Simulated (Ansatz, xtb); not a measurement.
## Relative energy of two isomers of C5H8O2

Structure X: `C=C(/C=C\O)OC`, a singlet. Structure Y: `C=C/C=C(\O)OC`, a singlet. Both are isolated molecules in the gas phase, relaxed with B3LYP-D3(BJ)/def2-SVP; the shapes shown needn't be the lowest conformers.

X (Å):

| atom | x (Å) | y (Å) | z (Å) |
| --- | --- | --- | --- |
| C | 1.2078 | -1.2866 | 1.5981 |
| C | 0.4174 | -0.7386 | 0.6513 |
| C | 0.3290 | -1.2220 | -0.7222 |
| C | -0.4489 | -0.7048 | -1.7019 |
| C | -0.4282 | 0.9308 | 2.1624 |
| O | -1.2830 | 0.3391 | -1.6140 |
| O | -0.4010 | 0.3471 | 0.8770 |
| H | 1.8253 | -2.1451 | 1.3358 |
| H | 1.2648 | -0.9169 | 2.6201 |
| H | 0.9513 | -2.0811 | -0.9739 |
| H | -0.4414 | -1.1445 | -2.7044 |
| H | -1.2284 | 0.6683 | -0.6952 |
| H | -1.1373 | 1.7675 | 2.1151 |
| H | 0.5675 | 1.3105 | 2.4492 |
| H | -0.7671 | 0.2061 | 2.9225 |

Y (Å):

```xyz
15

C     0.3138   -2.6895    0.5205
C     0.3166   -1.8255   -0.5108
C     0.4843   -0.3893   -0.3974
C     0.4789    0.4412   -1.4681
C     0.8151    2.4415   -0.2183
O     0.3159   -0.0002   -2.7287
O     0.6279    1.7832   -1.4558
H     0.1811   -3.7620    0.3624
H     0.4443   -2.3501    1.5533
H     0.1836   -2.2132   -1.5264
H     0.6206    0.0376    0.5961
H     0.3500    0.7695   -3.3151
H     0.9129    3.5107   -0.4449
H    -0.0480    2.2834    0.4503
H     1.7298    2.0866    0.2862
```

Energies in hartree; the thermal terms are from GFN2-xTB frequencies at re-optimised GFN2-xTB minima (ideal gas, soft modes damped towards free rotors, one conformer each, 298.15 K, 1 atm) and include the zero-point energy:

```
                              X           Y
E, CCSD(T)/def2-SVP  −344.546615  −344.545751
    E, MP2/def2-SVP  −344.452534  −344.451779
  E, MP2/def2-TZVPP  −345.100939  −345.100590
  zero-point energy     0.119755     0.118944
       H(298 K) − E     0.128467     0.128079
       G(298 K) − E     0.087847     0.086641
```

Problem. Correct the CCSD(T) difference for the basis set by the MP2 change, then work out ΔE, ΔE₀, ΔH and ΔG for X → Y in kcal/mol (1 Eh = 627.51 kcal/mol) and the equilibrium ratio [Y]/[X].

Solution. 1. Differences Y − X: CCSD(T) +0.000864, MP2 in the small set +0.000755, MP2 in the large set +0.000349 Eh.
2. ΔE = +0.000864 + (+0.000349 − (+0.000755)) = +0.000458 Eh = +0.29 kcal/mol.
3. ΔE₀ = ΔE + ΔZPE = +0.000458 + (−0.000811) Eh = −0.22 kcal/mol.
4. ΔH = ΔE + (−0.000388) Eh = +0.04 kcal/mol.
5. ΔG = ΔE + (−0.001206) Eh = −0.47 kcal/mol, so ΔS = (ΔH − ΔG)/T = +7.2 J/(mol K).
6. kT = 0.9442 mEh, so K = [Y]/[X] = exp(−ΔG/kT) = exp(+0.79) ≈ 2.2.

The two are too close for this level to say which is favoured. An error of 1 kcal/mol in ΔG would change K by a factor of 5.4. Mirror images and further conformers aren't counted.

As drawn, both hold the same kinds of bond in the same numbers.

Other levels gave ΔE = −0.5 (GFN2-xTB); +0.1 (HF/STO-3G, GFN2-xTB geometries); +1.0 (r2SCAN-D4/def2-SVP, GFN2-xTB geometries); +1.5 (B3LYP-D3(BJ)/def2-SVP); −1.8 (HF/def2-SVP); +0.5 (MP2/def2-SVP); +0.5 (CCSD(T)/def2-SVP) kcal/mol. The correlated steps freeze 7 core orbitals. Programs: Ansatz 0.2.0, xtb 6.7.1.
